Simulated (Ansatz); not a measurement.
Job for Ansatz (an electronic-structure program): R-CCSD(T)/cc-pVTZ on CH5BFN (SMILES CB(N)F), a point of a torsion scan.

Ansatz 0.2 input:
```yaml
crystal:
  periodic: [false, false, false]
  atoms:
    - {symbol: C, position_ang: [-1.25993276, -0.06213212, -0.23854946]}
    - {symbol: B, position_ang: [0.16842886, 0.17181769, 0.40274685]}
    - {symbol: N, position_ang: [1.29444981, 0.57102759, -0.31484154]}
    - {symbol: F, position_ang: [0.34713320, -0.07335410, 1.71057917]}
    - {symbol: H, position_ang: [-1.57499302, -1.09545883, -0.10973084]}
    - {symbol: H, position_ang: [-1.28865919, 0.16943313, -1.29863621]}
    - {symbol: H, position_ang: [-2.00717948, 0.55142985, 0.25954708]}
    - {symbol: H, position_ang: [1.42860413, 0.38481956, -1.29153963]}
    - {symbol: H, position_ang: [2.17212460, 0.68863599, 0.16679281]}
basis:
  gaussian:
    orbitals: cc-pVTZ
magnetization: {spin_polarized: false}
correlation: {method: ccsd_t, electrons: outside_noble_gas}
scf: {lower_state_search: off}
```

Program output:

```
WARN ansatz: RAYON_NUM_THREADS=1 ignored (pool sized by the plan → 1); use --threads N
Functional definition: HF
these checks for a lower state are left out or cut short: stability, starts, cluster_reference, orbital_swaps, neighbouring_geometries, increment
integrals: 0.70 GiB planned
1095 factors; integrals over basis functions are off by at most 1.2e-3 eV
mean field: 0.44 GiB planned
mean field evaluation 1: about -5971.0752 eV, gradient 4.1e1 eV
mean field evaluation 2: about -5971.0765 eV, gradient 4.1e1 eV
mean field evaluation 4: about -5974.5073 eV, gradient 3.1e0 eV
mean field evaluation 8: about -5974.5419 eV, gradient 1.8e-4 eV
mean field -5974.54192744 eV, -219.5603661435 hartree, gradient 2.3e-6 eV, S^2 0.000000; 0 other end points of the search recorded, 0 dependent functions left out
4 core orbitals not correlated
reference -5974.54192744 eV, -219.5603661435 hartree; 12, 12 occupied and 174, 174 virtual orbitals, 1095 factors
second order -20.17794623 eV of doubles, -0.00000000 eV of singles
coupled cluster: 1.08 GiB planned
cycle   1  -20.41572616 eV  change   -2.4e-1 eV  update   8.3e-2
cycle   2  -20.81486376 eV  change   -4.0e-1 eV  update   2.3e-2
cycle   3  -20.90517598 eV  change   -9.0e-2 eV  update   1.2e-2
cycle   4  -20.89623045 eV  change    8.9e-3 eV  update   3.1e-3
cycle   5  -20.89472087 eV  change    1.5e-3 eV  update   1.3e-3
cycle   6  -20.89525324 eV  change   -5.3e-4 eV  update   4.4e-4
cycle   7  -20.89498981 eV  change    2.6e-4 eV  update   1.4e-4
cycle   8  -20.89494542 eV  change    4.4e-5 eV  update   4.9e-5
cycle   9  -20.89496509 eV  change   -2.0e-5 eV  update   2.1e-5
perturbative correction -0.71862728 eV, -0.0264090654 hartree
Total energy: -5996.15551981 eV, -220.3546510128 hartree
Checks for a lower state left out: stability, starts, cluster_reference, orbital_swaps, neighbouring_geometries, increment
```

Self-consistency was reached.

Cost: around 100 core-seconds (rough).
